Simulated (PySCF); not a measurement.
Match each property card to its molecule.

Structures:
1. `c1ccc(o1)[Si@@H](C[SiH3])N`
2. `[GeH3][Br]`
3. `[BH3-][N+]#CCCF`
4. `[Mg]([CH3])[SiH3]`

Card P (geometry PBE0-D3(BJ)/def2-SVP):
- Rotational constants A, B, C: 56.411, 1.946, 1.946 GHz
- Static isotropic polarisability (PBE0/def2-SVPD): 80.6 au
- 13C chemical shifts (computed TMS as zero) by class (GIAO PBE0/pcSseg-1): -17.9 (1 C) ppm
- Core binding energies (ΔSCF SCAN, pcX-2 on the ionised atom, pcseg-1 elsewhere, spin-free X2C, 2p3/2 from a spin–orbit splitting computed afterwards within the 2p shell): Si2p3/2 105.6, C1s 289.0, Mg1s 1310.7, Si1s 1845.3 eV
- HOMO energy (PBE0/def2-SVPD): -6.58 eV
- Lowest singlet excitation (TDDFT PBE0/def2-SVPD): 4.59 eV (270 nm, f = 0.022 summed over 2 states within 0.01 eV)
- Lowest triplet excitation (Tamm–Dancoff) (TDA PBE0/def2-SVPD): 4.03 eV

Card Q (geometry PBE0-D3(BJ)/def2-SVP):
* Rotational constants A, B, C: 77.994, 2.346, 2.346 GHz
* Static isotropic polarisability (CAM-B3LYP/def2-SVPD): 54.2 au
* HOMO energy (CAM-B3LYP/def2-SVPD): -9.58 eV
* Strongest line among the 15 lowest singlet transitions (TDDFT CAM-B3LYP/def2-SVPD): S13 at 8.82 eV (141 nm, f = 0.717)
* Isotropic shieldings of nuclei other than C and H, by class (GIAO B3LYP/pcSseg-1 (pcSseg-2 on Ge)): 1417 (1 Ge), 2807 (1 Br) ppm
* Point group: C3v

Card R (geometry PBE0-D3(BJ)/def2-SVP):
* Rotational constants A, B, C: 1.468, 0.904, 0.626 GHz
* Static isotropic polarisability (CAM-B3LYP/def2-SVPD): 119.9 au
* Strongest line among the 10 lowest singlet transitions (TDDFT CAM-B3LYP/def2-SVPD): S1 at 5.85 eV (212 nm, f = 0.288)
* Isotropic shieldings of nuclei other than C and H, by class (GIAO PBE0/pcSseg-1): 251 (1 N), 14 (1 O), 379 (1 Si), 423 (1 Si) ppm
* 13C chemical shifts (computed TMS as zero) by class (GIAO PBE0/pcSseg-1): 159.0 (1 C), 152.3 (1 C), 129.1 (1 C), 115.4 (1 C), -7.0 (1 C) ppm

Card S (geometry PBE0-D3(BJ)/def2-SVP):
- Rotational constants A, B, C: 19.111, 1.209, 1.165 GHz
- Static isotropic polarisability (PBE0/def2-SVPD): 68.5 au
- Lowest singlet excitation (TDDFT PBE0/def2-SVPD): 5.50 eV (225 nm, f = 0.002)
- Dipole moment (PBE0/def2-SVPD): 5.42 D
- HOMO energy (PBE0/def2-SVPD): -7.81 eV

Each SMILES stands for a single optimised conformer of the isolated species, non-relativistic unless stated. Electronic properties by PySCF. NMR classes are plain means over equivalent atoms (diastereotopic ones count apart unless rotation or inversion swaps them), as if these changed places fast.

**Question.** Which card belongs to which structure?

**Answer.** P = 4, Q = 2, R = 1, S = 3. What ties each card to its structure:
- 1 (card R), C5H11NOSi2, monoisotopic mass 157.0 u, 9 heavy atoms: 5 C in 5 classes; the least shielded carbon (159.0 ppm) is a substituted aromatic carbon; an asymmetric top with C = 0.626 GHz, the lowest such constant on the cards; polarisability 119.9 au for 84 electrons.
- 2 (card Q), BrGeH3, monoisotopic mass 155.9 u, 2 heavy atoms: point group C3v; a prolate symmetric top with C = 2.346 GHz, the highest such constant on the cards; polarisability 54.2 au for 70 electrons.
- 3 (card S), C3H7BFN, monoisotopic mass 87.1 u, 6 heavy atoms: an asymmetric top with C = 1.165 GHz; polarisability 68.5 au for 46 electrons; dipole 5.42 D.
- 4 (card P), CH6MgSi, monoisotopic mass 70.0 u, 3 heavy atoms: 1 C in 1 class; core lines of C, Mg and Si; a nearly prolate symmetric top with C = 1.946 GHz; polarisability 80.6 au for 38 electrons.
